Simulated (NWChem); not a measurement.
# TaNHF3; SMILES [NH]=[Ta]([F])([F])[F]

Program: NWChem. Structure relaxed at the PBE-D3(BJ)/def2-SVP level. def2 effective core potentials on Ta; no spin-orbit coupling. Total energies of different functionals are on different scales.

| level | energy (Ha) | highest occupied level (eV) | orbital gap (eV) | dipole (D) |
|---|---|---|---|---|
| B3LYP/def2-SVP | -411.8866 | -8.23 | 6.76 | 0.78 |
| PBE/def2-SVP | -411.5693 | (withheld) | 5.01 | 0.73 |
| B97-2/def2-SVP | -411.8113 | -8.29 | 6.93 | 0.83 |
| MPW1K/def2-SVP | -411.7152 | -9.66 | 8.95 | 0.83 |
| LRC-wPBEh/def2-SVP | -411.5436 | -10.41 | 10.94 | 0.75 |
| LDA (Slater exchange, PW92)/def2-SVP | -409.4273 | -7.25 | 4.98 | 0.81 |
| LC-wPBE (HJS exchange hole, range parameter 0.4 per bohr)/def2-SVP | -411.6496 | -11.27 | 12.46 | 0.61 |
| HCTH/407/def2-SVP | -412.0175 | -7.27 | 5.01 | 0.84 |
| TPSSh/def2-SVP | -411.8527 | -7.70 | 6.07 | 0.70 |

Task: What belongs in the gaps?

Result: 
- PBE/def2-SVP, highest occupied level (eV): -7.04
